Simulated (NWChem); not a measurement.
Species: C₄H₃FS; SMILES c1c(F)ccs1

```xyz
9

F     -0.2562    -2.3176     0.0000
C     -0.0650    -1.0049     0.0000
C      1.2346    -0.4306     0.0000
C      1.1690     0.9365     0.0000
S     -0.4511     1.5039     0.0000
C     -1.0840    -0.0921     0.0000
H      2.1548    -1.0150     0.0000
H      1.9955     1.6458     0.0000
H     -2.1539    -0.2890     0.0000
```
Atoms are numbered in this order, from 1.

Results from NWChem. Pople sets run with spherical d functions. All runs use the structure optimised with PBE0/def2-SVP.

Taking CAM-B3LYP/6-311++G** as the yardstick, which of these has the fewest basis functions while keeping “highest occupied level (eV)” within 0.2 eV of it: CAM-B3LYP/6-311G**; CAM-B3LYP/STO-3G; CAM-B3LYP/6-31+G*; CAM-B3LYP/6-31G*; CAM-B3LYP/3-21G?

CAM-B3LYP/6-31+G*.
```tsv
level	basis functions	highest occupied level (eV)	relative time (rough)
CAM-B3LYP/STO-3G	37	-5.19	1
CAM-B3LYP/3-21G	64	-8.03	3
CAM-B3LYP/6-31G*	94	-7.89	10
CAM-B3LYP/6-31+G*	118	-8.22	30
CAM-B3LYP/6-311G**	134	-8.15	30
CAM-B3LYP/6-311++G**	161	-8.28	80
```

The yardstick is one finite set, not the basis-set limit.
